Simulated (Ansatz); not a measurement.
# Worked example: the step energy

An elementary step of SiH$_{4}$Cl$_{2}$O, singlet (SiH₂Cl₂O ([OH][SiH]([Cl])[Cl]) + H₂ → SiH₂Cl₂ ([Cl][SiH2][Cl]) + H₂O; Si–O, H–H broken or loosened, Si–H, O–H formed or tightened). “Start” and “end” are the PBE0-D4/def2-TZVP structures reached by relaxing down either side of its saddle point, with the molecules still in contact.

Ansatz 0.2.0; basis: def2-TZVPP and def2-QZVPP; cores frozen in the correlated methods.

Energies in eV:

| quantity | end | start |
| --- | --- | --- |
| Hartree–Fock, triple zeta (X = 3) | -34974.85866 | -34975.67268 |
| Hartree–Fock, quadruple zeta (X = 4) | -34975.90464 | -34976.73940 |
| MP2 correlation, X = 3 | -20.83397 | -20.88767 |
| MP2 correlation, X = 4 | -22.77836 | -22.82644 |
| CCSD(T) correlation, X = 3 | -23.03502 | -23.02996 |

**Question.** Work out the step energy at the basis limit: extrapolate Hartree–Fock as E(X) = E∞ + A exp(−7.88 √X) and the MP2 correlation as E(X) = E∞ + B X^−2.97 (the exponents that Neese and Valeev fitted for def2-TZVPP and QZVPP), then add CCSD(T) − MP2 in triple zeta.

**Answer.** Each step is linear, so take the differences first (end − start): Hartree–Fock 0.81402 (X = 3) and 0.83476 (X = 4); MP2 correlation 0.05370 and 0.04808; CCSD(T) correlation -0.00506.
Two points give E∞ = E(4) + w [E(4) − E(3)], with w = 1/(exp(7.88 (2 − √3)) − 1) = 0.1377 for Hartree–Fock and w = 1/((4/3)^2.97 − 1) = 0.7407 for the correlation.
Hartree–Fock: 0.83476 + 0.1377 × 0.02074 = 0.8376 eV.
MP2 correlation: 0.04808 + 0.7407 × (-0.00562) = 0.0439 eV.
CCSD(T) − MP2: -0.00506 − 0.05370 = -0.0588 eV.
Sum: 0.8376 + 0.0439 + (-0.0588) = 0.8227 eV, or 18.97 kcal/mol. Plain CCSD(T) in triple zeta gives 0.8090 eV, so the larger basis shifts the result by 0.0137 eV.

T1 diagnostic: at most 0.011.

Labels in which every atom is bracketed show which atoms are joined, not bond orders.

For scale, one of the runs: CCSD(T)/def2-TZVPP, 213 basis functions, launched by `ansatz run in.yaml --threads 4 --pin off --events-out ev --progress --plain --max-ram 9574MiB`. The run took 54 s on 4 CPU threads of an Arm Neoverse V2 (shared host), with 2.8 GiB of host memory at its peak.
